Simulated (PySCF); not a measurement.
Computed data sheet: `C=N[Si@@H](C)NC`

Species: C3H10N2Si.
Cartesian coordinates in Å at the GFN2-xTB level; atoms count from 1:
```
atom  x, y, z in Å
C1     2.610   -1.262   -0.327
N2     1.430   -0.896   -0.479
Si3    0.381    0.088    0.486
C4     0.266    1.751   -0.436
N5    -1.053   -0.861    0.523
C6    -2.313   -0.349    0.998
H7     3.091   -1.854   -1.103
H8     3.231   -1.038    0.547
H9     0.752    0.331    1.889
H10   -0.547    2.350   -0.036
H11    1.178    2.332   -0.347
H12    0.074    1.601   -1.495
H13   -1.174   -1.550   -0.203
H14   -2.127    0.315    1.840
H15   -2.857    0.217    0.233
H16   -2.950   -1.168    1.338
```

Among its groups: Si–H bond and C–Si bond.

From GFN2-xTB geometry:

```yaml
Point_group_of_the_GFN2-xTB_geometry: C1
Rotational_constants_A_B_C_of_the_GFN2-xTB_geometry: 4.476, 1.833, 1.422 GHz
```

From PBE0/def2-SVPD ground state and vertical TDDFT (core frozen in the response) (PySCF):

```yaml
Dipole_moment: 0.38 D
HOMO_energy: -6.48 eV
LUMO_energy: -0.72 eV
HOMO–LUMO_gap: 5.76 eV
Lowest_singlet_excitation: 4.07 eV (304 nm, f = 0.000)
Strongest_line_among_the_6_lowest_singlet_transitions: S5 at 6.58 eV (188 nm, f = 0.021)
Lowest_triplet_excitation_Tamm–Dancoff: 3.42 eV
Static_isotropic_polarisability: 79.7 au
Electronic_spatial_extent_⟨r²⟩_about_the_centre_of_nuclear_charge: 906 bohr²
```

**PBE0/pcSseg-1 ground state and GIAO shieldings, non-relativistic (PySCF)**

```yaml
Lowest_Hirshfeld_atomic_charge: -0.25 e on N5
Highest_Hirshfeld_atomic_charge: +0.41 e on Si3
13C_chemical_shifts_computed_TMS_as_zero_by_class: 170.4 (C1), 29.4 (C6), 0.8 (C4) ppm
1H_chemical_shifts_computed_TMS_as_zero_by_class: 8.76 (H8), 8.54 (H7), 5.25 (H9), 2.79 (H14/H15/H16), 0.17 (H13), 0.08 (H10/H11/H12) ppm
Isotropic_shieldings_of_nuclei_other_than_C_and_H_by_class: -162 (N2), 249 (N5), 367 (Si3) ppm
Mayer_bond_orders_between_heavy_atoms: C1–N2 1.99, N2–Si3 0.94, Si3–C4 0.91, Si3–N5 1.03, N5–C6 0.98
```

Monoisotopic mass (most abundant isotopes): 102.0613 u.

In wavenumbers S1 is 32800 cm⁻¹ (1 eV = 8065.54 cm⁻¹). No computed singlet falls in the visible range (750 to 380 nm, 1.65 to 3.26 eV); S1 lies 0.81 eV above its blue end. The vertical singlet–triplet gap S1 − T1 is 0.65 eV (TDDFT singlet less Tamm–Dancoff triplet; S1: HOMO−1→LUMO, weight 0.84; T1: HOMO−1→LUMO, weight 0.88). In atomic units the dipole is 0.15 e·bohr (1 au = 2.5417 D). The largest Löwdin shares of the LUMO are 0.42 on C1, 0.35 on N2, 0.07 on H8 and 0.07 on H7. With B = h/(8π²I), that is 505.379 GHz u Å² over I, the principal moments of inertia are 112.9, 275.7 and 355.4 u Å² (most abundant isotopes); the inertial defect Ic − Ia − Ib is -33.2 u Å² (zero for a rigid planar frame, negative otherwise). S1 lies 1.69 eV below the HOMO–LUMO gap; its leading configuration is HOMO−1→LUMO, weight 0.84.

Geometry: GFN2-xTB, one conformer, isolated molecule. NMR classes are plain means over equivalent atoms (diastereotopic ones count apart unless rotation or inversion swaps them), as if these changed places fast; in this geometry the members of some classes differ.

For the TDDFT job (PBE0/def2-SVPD), cost: about 60 s of CPU time on one thread; the machine was shared, so the figure is rough.
